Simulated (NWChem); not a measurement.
System: BP3H6; SMILES PB(P)P

Input file for NWChem:

```
start job
memory heap 200 mb stack 900 mb global 1100 mb
geometry units angstroms noautoz
  B     -0.031062     0.000080    -0.038498
  P      1.865957    -0.003057    -0.046929
  H      2.154829    -1.074836     0.844808
  H      2.158372     1.067770     0.844798
  P     -0.972858    -1.644773     0.078309
  H     -0.096418    -2.495493    -0.652143
  H     -1.955476    -1.481158    -0.938779
  P     -0.967417     1.648037     0.078301
  H     -1.950571     1.487666    -0.938786
  H     -0.088170     2.495852    -0.652157
end
basis spherical
  B library 6-31g*
  P library 6-31g*
  H library 6-31g*
end
dft
  xc b3lyp
  iterations 150
  mulliken
end
task dft energy
```

Geometry: optimised at PBE0/def2-SVP. B3LYP is NWChem's, with the RPA form of VWN correlation.

Q: Predict the main results of this run. (B3LYP/6-31G* (spherical d).) Quantities: energy (Ha); highest occupied level (eV); orbital gap (eV); dipole (D).

A: The energy (Ha) is -1052.50, the highest occupied level (eV) is -6.88 and the orbital gap (eV) is 5.10. The dipole (D) is 0.79.
